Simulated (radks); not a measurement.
The numbers below are computed, except where a source is named.
Species: Yb30+. Configuration: [Kr] 4d4. Code: a radial shooting solver on a logarithmic mesh with Libxc functionals. Model: scalar-relativistic Kohn-Sham, PBEsol, spin-polarised, spherical densities, finite nucleus; open shells are filled with parallel spins first (spin-orbit coupling, left out, can overturn this in heavy ions); Fermi nuclear charge, rms radius 5.3108 fm.

Normalised radial functions P(r) = r R(r), r in bohr:

| r | 3d down | 4p up | 4p down |
|---|---|---|---|
| 0.001373 | 0.0001 | 0.0071 | 0.0071 |
| 0.002015 | 0.0002 | 0.0135 | 0.0135 |
| 0.002958 | 0.0005 | 0.0258 | 0.0257 |
| 0.004378 | 0.0016 | 0.0494 | 0.0494 |
| 0.006428 | 0.0045 | 0.0921 | 0.0920 |
| 0.009513 | 0.0128 | 0.1690 | 0.1688 |
| 0.01397 | 0.0349 | 0.2921 | 0.2917 |
| 0.0205 | 0.0919 | 0.4672 | 0.4667 |
| 0.03035 | 0.2325 | 0.6607 | 0.6598 |
| 0.04455 | 0.5275 | 0.7328 | 0.7317 |
| 0.06541 | 1.0542 | 0.4623 | 0.4613 |
| 0.0968 | 1.7762 | -0.2836 | -0.2839 |
| 0.1421 | 2.3038 | -1.0067 | -1.0056 |
| 0.2103 | 2.1091 | -0.6608 | -0.6579 |
| 0.3088 | 1.1969 | 0.8680 | 0.8709 |
| 0.4533 | 0.3499 | 1.7479 | 1.7459 |
| 0.6709 | 0.0375 | 0.9659 | 0.9675 |
| 0.985 | 0.0010 | 0.1675 | 0.1700 |
| 1.446 | 0.0000 | 0.0063 | 0.0065 |
| 2.14 | 0.0000 | 0.0000 | 0.0000 |

3d down: eigenvalue -2622.7 eV, 0 radial nodes, <r> = 0.194 bohr, 90 % of the charge inside 0.300 bohr. 4p up: eigenvalue -1320.5 eV, 2 radial nodes at r = 0.0852, 0.253 bohr, <r> = 0.463 bohr, 90 % of the charge inside 0.662 bohr. 4p down: eigenvalue -1310.7 eV, 2 radial nodes at r = 0.0851, 0.252 bohr, <r> = 0.464 bohr, 90 % of the charge inside 0.663 bohr.
